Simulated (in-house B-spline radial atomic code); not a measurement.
Ionisation energies along the 41-electron series, configuration [Kr] 4d5, as differences of self-consistent energies. Dirac energy differences include first-order Breit, QED and recoil terms. NIST's values go from ground level to ground level; the uncertainty of those that are theory runs from under 0.1 % in few-electron ions to several per cent in heavy many-electron ones. Computed with an all-electron radial atomic-structure program (B-spline basis): Dirac-Hartree-Fock, average of the configuration, finite nuclei.

```
  ion  configuration after  ionisation energy (eV)  IE/(q+1)² (eV)  Breit and QED recoil part (eV)  tabulated value (eV)  computed minus tabulated (eV)
Te11+             [Kr] 4d4                   243.5          1.6911                       -0.020283                   245                           -1.5
 I12+             [Kr] 4d4                   277.0          1.6393                       -0.029947                   279                           -2.0
Xe13+             [Kr] 4d4                   312.4          1.5937                       -0.040976                   314                           -1.6
Cs14+             [Kr] 4d4                   349.5          1.5532                       -0.053443                   352                           -2.5
Ba15+             [Kr] 4d4                   388.4          1.5171                       -0.067387                   390                           -1.6
La16+             [Kr] 4d4                   429.1          1.4847                       -0.082882                   431                           -1.9
Ce17+             [Kr] 4d4                   471.5          1.4554                       -0.099975                   472                           -0.5
Pr18+             [Kr] 4d4                   515.8          1.4288                        -0.11873                   516                           -0.2
Nd19+             [Kr] 4d4                   561.8          1.4045                        -0.13919                   562                           -0.2
Pm20+             [Kr] 4d4                   609.6          1.3822                        -0.16143                   609                            0.6
Sm21+             [Kr] 4d4                   659.1          1.3617                        -0.18549                   658                            1.1
Eu22+             [Kr] 4d4                   710.4          1.3429                        -0.21146                   709                            1.4
Gd23+             [Kr] 4d4                       ?               ?                               ?                     ?                              ?
Tb24+             [Kr] 4d4                       ?               ?                               ?                     ?                              ?
Dy25+             [Kr] 4d4                       ?               ?                               ?                     ?                              ?
Ho26+             [Kr] 4d4                   933.1            1.28                        -0.33546                   929                            4.1
Er27+             [Kr] 4d4                   993.2          1.2668                        -0.37181                   989                            4.2
```

**Question.** Fill in the row of Gd23+.

**Answer.** ionisation energy (eV): 763.4; IE/(q+1)² (eV): 1.3254; Breit and QED recoil part (eV): -0.23937; tabulated value (eV): 761; computed minus tabulated (eV): 2.4.

**Question.** Fill in the row of Tb24+.

**Answer.** ionisation energy (eV): 818.2; IE/(q+1)² (eV): 1.3092; Breit and QED recoil part (eV): -0.2693; tabulated value (eV): 816; computed minus tabulated (eV): 2.2.

**Question.** Fill in the row of Dy25+.

**Answer.** ionisation energy (eV): 874.8; IE/(q+1)² (eV): 1.2941; Breit and QED recoil part (eV): -0.30131; tabulated value (eV): 872; computed minus tabulated (eV): 2.8.

Where a p, d or f electron is removed, the computed value is a mean over both j, so it misses the tabulated one by a part of the spin-orbit splitting; averaging over terms and missing correlation add to the gap, relatively most at low charge.
